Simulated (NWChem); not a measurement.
# ZnSiH4O; SMILES [ZnH][O][SiH3]

```xyz
7

Zn    -0.0091     0.0218    -1.2047
H     -0.2787     0.2148    -2.6830
O      0.3616    -0.2493     0.5015
Si     0.0110     0.0651     2.0685
H      0.1306     1.5273     2.3896
H      0.9463    -0.6752     2.9718
H     -1.3881    -0.3472     2.4258
```
Atoms are numbered in this order, from 1.

Program: NWChem. Pople sets run with spherical d functions. All runs use the structure optimised with PBE0/def2-SVP. GIAO values for the isolated, static molecule; σ is the absolute isotropic shielding, δ = σ(reference) − σ with the isolated reference molecule computed at the same levels (1H: tetramethylsilane, 17O: water, 29Si: tetramethylsilane).

```tsv
level	σ Zn1 (ppm)	δ H2 (ppm)	δ O3 (ppm)	δ Si4 (ppm)	δ H5 (rotor mean) (ppm)
PBE0/pcSseg-1	1769.6	3.61	10.3	-41.4	5.15
KT2/pcSseg-1	1755.6	3.69	25.7	-38.3	5.35
Hartree-Fock/6-31G*	2043.0	3.94	-16.0	-33.7	4.97
PBE/pcSseg-1	?	3.66	?	?	?
```

Problem. Some entries are withheld; supply them.

Solution. 
- PBE/pcSseg-1, σ Zn1 (ppm): 1719.1
- PBE/pcSseg-1, δ O3 (ppm): 31.0
- PBE/pcSseg-1, δ Si4 (ppm): -42.6
- PBE/pcSseg-1, δ H5 (rotor mean) (ppm): 5.42
